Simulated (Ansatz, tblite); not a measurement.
Isomers of Au2Cl2⁺ (doublet), found by a short tight-binding search and relaxed with PBE0-D4/def2-SVP in Ansatz.

In the def2 sets Au takes a core potential; there is no spin–orbit coupling. The xTB rows come from tblite. Correlated methods freeze 10 core orbitals; core or outer-core shells of Au are correlated, in sets that lack core-valence functions. In CCSD on the charge 1 doublet the largest single amplitude is 0.17, so its Hartree–Fock determinant may place the open shell otherwise than the density functionals do.

Other spin states were run for one of them alone.

A:

```xyz
4

Au    0.7288    2.7220    0.4434
Au   -0.2535   -0.9077   -0.1873
Cl    0.4832    0.5939    1.4217
Cl   -0.9585   -2.4082   -1.6779
```

B:

```xyz
4

Au   -1.3559   -0.7818    0.1624
Au    1.3560    0.7814   -0.1623
Cl    0.0116   -0.3954   -1.8149
Cl   -0.0117    0.3958    1.8148
```

Q: Estimate which lies lowest at each level, and how far above it the others are (kJ/mol).

A: 
```json
{"level": "GFN1-xTB", "A": "0.0", "B": "22.2"}
{"level": "GFN2-xTB", "A": "4.0", "B": "0.0"}
{"level": "HF/def2-SVP", "A": "0.0", "B": "82.1"}
{"level": "PBE-D4/def2-TZVP", "A": "0.0", "B": "20.5"}
{"level": "r2SCAN-D4/def2-TZVP", "A": "0.0", "B": "18.4"}
{"level": "PBE0-D4/def2-TZVP", "A": "0.0", "B": "22.3"}
{"level": "BHLYP-D4/def2-TZVP", "A": "0.0", "B": "31.1"}
{"level": "B2PLYP/def2-TZVP", "A": "0.0", "B": "26.6"}
{"level": "MP2/def2-SVP", "A": "0.0", "B": "28.2"}
{"level": "CCSD/def2-SVP", "A": "0.0", "B": "51.1"}
{"level": "CCSD(T)/def2-SVP", "A": "0.0", "B": "36.6"}
```
Point groups (tolerance 0.1 Å): A Cs, B D2h. Lower isomers may exist.
